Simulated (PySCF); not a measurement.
**Mo (molybdenum, neutral): UHF calculation**

Configuration: [Kr] 4d5 5s1, high-spin 7S determinant. All numbers are calculated (PySCF 2.14, a scalar-relativistic core potential, in cc-pVTZ-PP with ECP28MDF).

- Total energy: -67.345045 hartree
- One-electron energy: -116.4282 hartree
- Hartree (Coulomb) energy: 56.5022 hartree
- Exchange energy: -7.4191 hartree
- ⟨S²⟩: 12.0029
- ⟨L²⟩: 0.000
- Sum of ⟨r⟩: 23.15 bohr
- Sum of ⟨r²⟩: 51.66 bohr²
- Time after the integrals: 0.25 s of wall time on 1 thread of Neoverse-V2 (shared host)

| shell | electrons | mean orbital energy (hartree) | rms radius, mean of both spins (bohr) |
| --- | --- | --- | --- |
| 4s α | 1 | -3.01511 | 1.20 |
| 4s β | 1 | -2.77759 | 1.20 |
| 4p α | 3 | -1.90792 | 1.34 |
| 4p β | 3 | -1.59594 | 1.34 |
| 4d α | 5 | -0.34394 | 2.11 |
| 5s α | 1 | -0.23800 | 3.95 |

Energies and moments cover only the electrons outside the core potential.
